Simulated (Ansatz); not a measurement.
Reactions of C2H6FIn (`C[CH2][InH][F]`).

Isolated molecules relaxed with PBE0-D4/def2-TZVP in Ansatz; ΔE leaves out vibrations. CCSD(T)/CBS is the MP2 limit (def2-TZVPP, def2-QZVPP) plus CCSD(T) − MP2 in def2-TZVPP, frozen cores. This one scheme is used for every species, atoms too. DFT in def2-TZVPP. B3LYP here is the variant with VWN-RPA as its local correlation; programs differ in this. No spin–orbit coupling; open shells (•) take unrestricted orbitals. Spin–orbit coupling would lower the free atoms: a little for C, F; strongly for In. Elements past krypton have def2 core potentials. Bonds to I, In are less sure, by a few kJ/mol each and by 10 to 20 or more in all where they break to atoms, as the def2 sets lack core-valence functions. Each species was taken in one conformer, which may not be the lowest.

| reaction | B3LYP-D4 (kJ/mol) | ωB97M-V (kJ/mol) | HF/CBS(def2) (kJ/mol) | CCSD/CBS(def2) (kJ/mol) |
| --- | --- | --- | --- | --- |
| `C[CH2][InH][F]` + H₂O → `C[CH2][InH][OH]` + H–F | 49 | 47 | 55 | 44 |
| `C[CH2][InH][F]` + `CCC(=O)S` → `[F][InH][SH]` + `CCC(=O)CC` | -99 | -107 | -133 | -110 |
| `C[CH2][InH][F]` + `CC(C)CF` → `C[CH2][InH][CH](C)C` + difluoromethane | 157 | 157 | 165 | 160 |
| `C[CH2][InH][F]` + HI → `[F][InH][CH2]I` + CH₄ | -13 | -11 | -11 | -17 |
| `C[CH2][InH][F]` + `N=C[SiH2]O` → `C[CH2][InH][OH]` + `N=C[SiH2]F` | 15 | 15 | 14 | 10 |
| `C[CH2][InH][F]` + H–F → `[F][InH][F]` + ethane | -86 | -85 | -111 | -78 |
| `C[CH2][InH][F]` + H–F → `F[CH2][InH][F]` + CH₄ | 43 | 49 | 36 | 63 |
| `C[CH2][InH][F]` + `N[Si]Cl` → `C[CH2][InH][NH2]` + `F[Si]Cl` | 12 | 7 | 12 | 6 |
| `C[CH2][InH][F]` → 2 C• + F• + 6 H• + In• | 3388 | 3410 | 2524 | 3374 |
| `C[CH2][InH][F]` + H₂ → `C[CH2][InH2]` + H–F | 75 | 68 | 59 | 68 |

Question: Give the CCSD(T)/CBS values in the same order. (Estimate.)

Answer: The calculation gave: 42, -104, 158, -20, 10, -75, 65, 5, 3419, 72 kJ/mol.

Largest T1 diagnostic: 0.017, for `[F][InH][F]`.
